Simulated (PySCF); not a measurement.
Ga(Cl)(SiH3)2, SMILES [SiH3][Ga]([SiH3])[Cl] (H6ClGaSi2) at its B3LYP/def2-SVP optimised geometry (Å):

```
10

Ga     0.0175    -0.4182     0.0000
Cl    -0.8159    -2.4492    -0.0541
Si    -1.6683     1.3387     0.0000
H     -1.7762     1.9005    -1.3822
H     -1.2658     2.4492     0.9159
H     -3.0035     0.8201     0.4154
Si     2.4528    -0.4182     0.0000
H      3.0035     0.9653     0.1211
H      2.9499    -1.0172    -1.2754
H      2.9606    -1.2373     1.1411
```

Level of theory: PySCF with B3LYP/def2-TZVP.

Map of the HOMO−1 amplitude (bohr^(-3/2)) on the plane z = 0.8 Å; orbital energy -8.71 eV, overall sign arbitrary:

```
|                               |
|                               |
|                               |
|                               |
|                               |
|                               |
|                               |
|                               |
|                               |
|                               |
|                               |
|                               |
|               ..              |
|             .....             |
|           ........            |
|          .........            |
|         ..........            |
|       .....::::...            |
|      .....::--::..            |
|      ....:-===-:...           |
|     .....:=*#+=:...           |
|     ....:-+%@#=:...           |
|     ....:-+%@#=:....          |
|     .....-=*#+-:....          |
|      ....:-==-:.....          |
|      .....::::.....           |
|       .............           |
|       ............            |
|         .........             |
|          ......               |
|                               |
```
Scale: ten equal steps from -0.022 (start of ' ') to 0.206 (end of '@'), in the order ' .:-=+*#%@'; x runs from -5.50 to 5.50, y from -5.50 (bottom) to 5.50 (top).
